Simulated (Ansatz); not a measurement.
A structure relaxed at r2SCAN-D4/def2-TZVPD in Ansatz, charge -1, singlet:

Cartesian coordinates in Å:
```
Li 2.4150 0.3831 -0.3405
Li -2.4631 -0.1620 0.1216
Li -0.0416 1.7828 1.7115
Li 0.0009 -1.5563 -1.9116
Li 0.2375 -1.1976 1.1098
Sn -0.1488 0.7500 -0.6909
```

(1) Give its formula and point group.

(2) Summarise the bond lengths by kind (pairs closer than 1.2 times the sum of covalent radii, bridged metal pairs left out).

## Answers

(1) Li₅Sn⁻. Point group C4v (tolerance 0.1 Å).

(2) 5 × Li–Sn 2.61 to 2.68 Å; 4 × Li–Li 3.05 to 3.06 Å.

In the def2 sets Sn takes a core potential; there is no spin–orbit coupling. The restricted singlet is unstable: a solution with broken spin symmetry lies lower. The highest occupied level of the charge -1 singlet lies above zero (up to 0.35 eV). Its loss leaves the charge 0 doublet, which lies 0.77 eV higher (vertical, at r2SCAN-D4/def2-TZVPD), but this difference is unsure: the doublet is doubtful (geometry relaxed on an unsound state). The structure comes from a short search, and lower isomers may exist.
